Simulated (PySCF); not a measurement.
**Excitation energy of In²⁺ by level of theory**

In²⁺ [Kr] 4d10 5s1 (2S) → In²⁺ [Kr] 4d10 5d1 (2D), as a difference of total energies. Calculation: PySCF 2.14, in x2c-TZVPPall with one added diffuse shell each of s, p, d, f type (9s7p5d3f, 76 functions); scalar relativity by spin-free X2C-1e. Correlated levels: valence and next inner shell: [Ar] 3d10 frozen. The calculations carry no spin-orbit coupling.

| method | excitation energy (cm⁻¹) |
| --- | --- |
| UHF | 120520 |
| MP2 (valence and next inner shell) | 128740 |
| SCS-MP2 (valence and next inner shell) | 127450 |
| CCSD (valence and next inner shell) | 127690 |
| CCSD(T) (valence and next inner shell) | 127610 |

The promoted electron is Rydberg-like, and one or two diffuse shells describe it only roughly, which tends to raise the upper state.
